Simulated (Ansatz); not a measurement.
`OB([SiH3])Cl` + H₂S → `OB(S)Cl` + SiH₄ at 600 K and 1 bar (cleavage of the B–Si bond).

Gas-phase electronic energies from Ansatz, PBE0-D4/def2-TZVP geometries. CBS: MP2 limit from def2 TZ/QZ plus the TZ coupled-cluster correction, frozen cores. This one scheme is used for every species. One conformer a species, not always the lowest.

```
       species  CCSD(T)/CBS energy (Eh)  H − E (kJ/mol)  S (J/(mol·K))
`OB([SiH3])Cl`               -851.31256           170.3          406.5
           H₂S               -398.97279            60.8          230.9
     `OB(S)Cl`               -958.85217           121.7          364.4
          SiH₄               -291.46306           108.7          242.3
```

H − E and S are ideal-gas, rigid-rotor, harmonic terms from PBE0-D4/def2-TZVP, for one conformer and one mirror image of each species. 1 Eh = 2625.50 kJ/mol, R = 8.31446 J/(mol·K).

Task: By hand: ΔE, ΔH, ΔS and ΔG.

Result: ΔE = (-958.85217) + (-291.46306) − (-851.31256) − (-398.97279) = -0.02988 Eh = -78.4 kJ/mol. Δ(H − E) = 121.7 + 108.7 − 170.3 − 60.8 = -0.7, so ΔH = -79.1 kJ/mol. ΔS = 364.4 + 242.3 − 406.5 − 230.9 = -30.7 J/(mol·K). ΔG = -79.1 − 600 × (-30.7)/1000 = -60.7 kJ/mol.

Task: By hand: the equilibrium constant, and the temperature at which ΔG would vanish if ΔH and ΔS stayed fixed.

Result: log₁₀ K = −ΔG/(RT ln 10) = 5.3. ΔG = 0 at ΔH/ΔS = 2577 K, far beyond where these terms or the molecules hold.

ΔH outweighs TΔS. A doubt of 5 kJ/mol in ΔE shifts log₁₀ K by 0.4 here. Other conformers and mirror images would add mixing entropy, several J/(mol·K) or more a flexible species. Modes under 60 cm⁻¹, often nearly free rotors, make the harmonic entropy too high. These are equilibria of isolated gas molecules and say nothing of rates. Largest T1 diagnostic: 0.013 (customary marks: 0.02 for closed shells, 0.045 for open ones).
